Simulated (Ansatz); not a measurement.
Born–Oppenheimer molecular dynamics of ClGeH$_{5}$O$_{2}$ (9 atoms, charge 0, multiplicity 1). It starts at the highest image of a converged band, a first-order saddle point between two minima.

Method: RKS PBE-D4/def2-SVP (Ansatz).

| Quantity | Value |
| --- | --- |
| ensemble | NVE (velocity Verlet) |
| time step | 0.5 fs |
| steps asked | 200 |
| starting velocities drawn for | 300 K |
| seed | 9208 |

First frame:

```xyz
9
Properties=species:S:1:pos:R:3
Ge 0.099 0.255 -0.061
H 0.032 -0.224 1.709
H 1.414 0.019 -0.815
O -1.115 1.486 -0.508
H -1.835 1.006 -0.968
O -0.744 -1.315 -0.394
H -1.542 -1.447 0.152
Cl 1.238 2.029 1.354
H 0.499 0.594 1.846
```

Task: How far do the bonds stretch over the last three quarters of this one trajectory? (Pairs bonded in most of those frames.)

Result: 
| bond | mean (Å) | spread (Å) | shortest | longest |
| --- | --- | --- | --- | --- |
| Ge1–H2 | 1.556 | 0.053 | 1.48 | 1.64 |
| Ge1–H3 | 1.552 | 0.040 | 1.49 | 1.61 |
| Ge1–O4 | 1.801 | 0.010 | 1.78 | 1.82 |
| Ge1–O6 | 1.822 | 0.028 | 1.77 | 1.86 |
| O4–H5 | 0.977 | 0.008 | 0.96 | 0.99 |
| O6–H7 | 0.979 | 0.032 | 0.93 | 1.03 |
| Cl8–H9 | 1.304 | 0.051 | 1.23 | 1.38 |

Pairs bonded in part of these frames only: Ge1–Cl8 11 %.

Mean temperature of the second half: 1323 K. The conserved energy stayed within 0.28 meV per atom of its start (net change 0.073 meV per atom), so the integration is sound. The kinetic energy rose, since the run started high on the potential surface and went downhill. It ends in pieces (ClH + GeH4O2), so much of that is their flight and rotation, not heat. A run of 0.1 ps of so small a system gives no equilibrium averages. The orbitals stay closed-shell, which can raise the energy where a bond breaks towards radicals; this wasn't checked here.

Run time: 6.3 min on 2 threads of Intel(R) Xeon(R) Platinum 8259CL CPU @ 2.50GHz (Skylake/Cascade Lake), with other jobs on the host, peak memory 0.18 GiB.
